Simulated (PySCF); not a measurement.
F₄Se.

```xyz
5

Se     0.0000     0.0000    -0.3265
F      0.0000     1.7822    -0.1627
F      1.3241     0.0000     0.7794
F      0.0000    -1.7822    -0.1627
F     -1.3241     0.0000     0.7794
```

Geometry optimised at TPSSh-D3(BJ)/def2-SVP. The isomer is the one that the SMILES or the coordinates give; other isomers of the formula were not compared.

Method: PBE/pcSseg-1 (PySCF). Non-relativistic, no solvent.

Computed absolute GIAO shielding of each atom: isotropic value and principal components (ppm):
```tsv
atom	σ(iso)	σ11	σ22	σ33	span
Se1	371.0	104.4	455.4	553.1	448.8
F2	36.1	-138.3	27.1	219.5	357.8
F3	67.3	-68.7	-12.0	282.5	351.2
F4	36.1	-138.3	27.1	219.5	357.8
F5	67.3	-68.7	-12.0	282.5	351.2
```
